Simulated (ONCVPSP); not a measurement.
osmium ONCV: all-electron and pseudo phase curves

ONCVPSP 4.0.1 input, shortened (lines: element, Z, core and valence counts, functional; n l f; lmax; l rc ep ncon nbas qcut; lloc lpopt rc5 dvloc0; l nproj debl; icmod fcfact rcfact), LDA (Perdew-Zunger), fully relativistic:

```
  Os 76.00    9    5        3      upf
    1    0    2.00
    2    0    2.00
    2    1    6.00
    3    0    2.00
    3    1    6.00
    3    2   10.00
    4    0    2.00
    4    1    6.00
    4    2   10.00
    4    3   13.00
    5    0    2.00
    5    1    6.00
    5    2    7.00
    6    0    2.00
    3
    0    1.35    0.00    4    7    7.50
    1    1.90    0.00    4    7    8.20
    2    1.95    0.00    4    9    7.50
    3    0.70    0.00    5    9   20.40
    4    5    0.60    1.00
    0    2    2.50
    1    2    0.70
    2    1    3.30
    3    2    2.60
    1    0.75    0.00
```

Open shells are filled in proportion to 2j + 1.

In the p channel the program set the typed energies aside and used -1.850, 0.250 Ha (j = l + 1/2; the other j can differ).

The phase is arctan(r·R′/R) of the radial function R(r), unwrapped; energies in Ha, scanned from -5 to 5 Ha. A pole is an energy at which the radial function vanishes at the test radius. The pseudo phase is shifted by a multiple of π to meet the all-electron one at the reference energy, and phase errors are pseudo minus all-electron; the curves can meet again beyond the range given. Levels narrower than the energy grid can be missing from the lists of poles.

| channel | radius (bohr) | reference energy (Ha) | poles, all-electron | poles, pseudo | unbroken range about the reference energy with phases within 0.05 rad | phase error 1 Ha above the reference energy (rad) |
| --- | --- | --- | --- | --- | --- | --- |
| s | 1.37 | -0.24 | -2.08 | -2.08 | the whole range | -0.000 |
| p3/2 | 1.92 | -1.85 | -1.52 | -1.52 | the whole range | -0.000 |
| p1/2 | 1.92 | -2.33 | -2.12, 4.65 | -2.12, 4.62 | the whole range | -0.000 |
| d5/2 | 1.98 | -0.26 | 0.54 | 0.58 | below 1.9 | +0.013 |
| d3/2 | 1.98 | -0.30 | 0.43 | 0.25, 0.58 | below 0.2 | -3.106 |
| f7/2 | 0.71 | -2.24 | 1.73 | 1.73 | the whole range | -0.000 |
| f5/2 | 0.71 | -2.35 | 1.52 | 1.52 | the whole range | -0.000 |

Note: ghosts flagged at negative energy: s at -905.0 eV, p3/2 at -274.3 eV, p1/2 at -199.4 eV, d5/2 at -4.9 eV; GHOST(+) flagged for s at 379.2 eV. A true bound ghost makes a file unfit for plane-wave use.

Phases in the p3/2 channel:

| E (Ha) | all-electron | pseudo |
| --- | --- | --- |
| -4.96 | 1.339 | 1.339 |
| -4.48 | 1.316 | 1.316 |
| -4.00 | 1.284 | 1.284 |
| -3.52 | 1.235 | 1.235 |
| -3.04 | 1.141 | 1.141 |
| -2.56 | 0.856 | 0.856 |
| -2.08 | -0.814 | -0.814 |
| -1.60 | -1.534 | -1.534 |
| -1.12 | -1.704 | -1.704 |
| -0.64 | -1.812 | -1.812 |
| -0.16 | -1.929 | -1.929 |
| 0.32 | -2.109 | -2.109 |
| 0.80 | -2.479 | -2.479 |
| 1.28 | -3.273 | -3.273 |
| 1.76 | -3.989 | -3.989 |
| 2.24 | -4.301 | -4.303 |
| 2.72 | -4.451 | -4.452 |
| 3.20 | -4.537 | -4.538 |
| 3.68 | -4.594 | -4.596 |
| 4.16 | -4.636 | -4.638 |
| 4.64 | -4.670 | -4.672 |
